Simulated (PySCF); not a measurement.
PySCF 2.14 output of an unrestricted PBE calculation on a single atom or ion in dyall-acv3z (15s9p4d2f, 76 functions), with scalar relativity by spin-free X2C-1e:

```
SCF conv_tol = 1e-09
number electrons alpha = 3  beta = 1
    J. P. Perdew, K. Burke, and M. Ernzerhof.,  Phys. Rev. Lett. 77, 3865 (1996)
    J. P. Perdew, K. Burke, and M. Ernzerhof.,  Phys. Rev. Lett. 78, 1396 (1997)
    J. P. Perdew, K. Burke, and M. Ernzerhof.,  Phys. Rev. Lett. 77, 3865 (1996)
    J. P. Perdew, K. Burke, and M. Ernzerhof.,  Phys. Rev. Lett. 78, 1396 (1997)
cycle= 1 E= -35.3103027289787  delta_E= -0.00353  |g|= 0.00954  |ddm|= 0.0979
cycle= 2 E= -35.3103176184232  delta_E= -1.49e-05  |g|= 0.000693  |ddm|= 0.00878
cycle= 3 E= -35.3103177933028  delta_E= -1.75e-07  |g|= 7.81e-05  |ddm|= 0.00101
cycle= 4 E= -35.3103177968181  delta_E= -3.52e-09  |g|= 7.9e-07  |ddm|= 0.000165
cycle= 5 E= -35.3103177968183  delta_E= -2.7e-13  |g|= 4.51e-08  |ddm|= 1.28e-06
converged SCF energy = -35.3103177968183  <S^2> = 2.0000004  2S+1 = 3.0000003
```

The run itself started from symmetry-adapted Hartree-Fock orbitals and held the occupation by maximum overlap, on a logarithmic radial grid, so the iterations belong to that start.

Question: Which element, charge and spin multiplicity is this?

Answer: C²⁺ (carbon, charge +2), multiplicity 3; the state was [He] 2s1 3d1, high-spin 3D determinant (an excited configuration).

The outer electron is Rydberg-like, and this basis confines it to a smaller radius and binds it less than a complete one would.
